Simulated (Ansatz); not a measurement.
Reaction (redistribution): `CN([SiH3])[SiH](O)O` + `CO[SiH2]F` → `O[SiH](O)O[SiH2]F` + `CN(C)[SiH3]`

Isolated molecules relaxed with PBE0-D4/def2-TZVP in Ansatz; ΔE leaves out vibrations. CCSD(T)/CBS adds triple-zeta CCSD(T) − MP2 to the extrapolated MP2 energy (def2 sets, frozen cores). Functionals use def2-TZVPP. One conformer a species, not always the lowest.

`CN([SiH3])[SiH](O)O`:

Cartesian coordinates in Å:
```
C 0.604 -0.549 1.545
N 0.224 -0.253 0.162
Si 1.505 -0.199 -0.991
Si -1.422 0.192 -0.073
O -1.863 1.568 0.690
O -1.701 0.411 -1.672
H 1.327 -1.370 1.585
H -0.270 -0.858 2.126
H 1.043 0.318 2.051
H 2.332 1.038 -0.905
H 2.409 -1.357 -0.752
H 0.943 -0.284 -2.365
H -2.273 -0.842 0.554
H -1.537 2.398 0.336
H -1.321 -0.213 -2.292
```

`CO[SiH2]F`:

Z-matrix (Å, degrees):
```
C
O 1 1.412
H 1 1.094 2 110.6
H 1 1.091 2 108.3 3 119.2
H 1 1.096 2 111.7 3 -121.3
Si 2 1.623 1 125.2 3 82.5
F 6 1.598 2 111.1 1 -70.1
H 6 1.474 2 106.8 1 172.1
H 6 1.483 2 110.6 1 47.2
```

`O[SiH](O)O[SiH2]F`:

Cartesian coordinates in Å:
```
O 2.290 -0.146 -0.816
Si 1.050 -0.474 0.188
O 0.255 -1.854 -0.192
O -0.089 0.682 0.099
Si -1.652 1.082 0.235
F -1.725 2.589 0.744
H 2.099 0.051 -1.734
H 1.650 -0.531 1.532
H 0.756 -2.671 -0.208
H -2.305 1.035 -1.090
H -2.330 0.238 1.242
```

`CN(C)[SiH3]`:

Cartesian coordinates in Å:
```
C -0.640 -0.620 -1.171
N 0.169 -0.071 -0.112
C 0.544 -1.037 0.891
Si 0.129 1.608 0.251
H -1.606 -1.007 -0.812
H -0.116 -1.449 -1.663
H -0.844 0.139 -1.929
H 1.087 -1.873 0.433
H -0.323 -1.459 1.421
H 1.203 -0.582 1.634
H -1.064 2.067 1.030
H 0.129 2.354 -1.035
H 1.334 1.930 1.061
```

```json
{"level": "PBE-D4", "ΔE (eV)": "-0.80"}
{"level": "r2SCAN-D4", "ΔE (eV)": "-0.87"}
{"level": "PBE0-D4", "ΔE (eV)": "-0.85"}
{"level": "ωB97X-V", "ΔE (eV)": "-0.85"}
{"level": "PBE", "ΔE (eV)": "-0.83"}
{"level": "r2SCAN", "ΔE (eV)": "-0.88"}
{"level": "MP2/def2-QZVPP", "ΔE (eV)": "-0.92"}
{"level": "MP2/CBS(def2)", "ΔE (eV)": "-0.92"}
```

Q: What does CCSD(T)/CBS give? (Best estimate.)

A: The calculation gave: -0.89 eV. The listed levels differ from it by 0.09, 0.02, 0.04, 0.04, 0.06, 0.01, -0.03, -0.03 eV.

Largest T1 diagnostic among the species: 0.012.

The D4 term adds +0.04 eV with B3LYP and +0.02 eV with PBE0; it sums over pairs of atoms, weighted by their polarisabilities, and B3LYP, whose exchange is more repulsive, gets the larger term. In def2-TZVPP, CCSD(T) changes the Hartree–Fock value by +0.13 eV (the triples alone add +0.03 eV) and MP2 by +0.10 eV.

B3LYP here is the variant with VWN-RPA as its local correlation; programs differ in this.
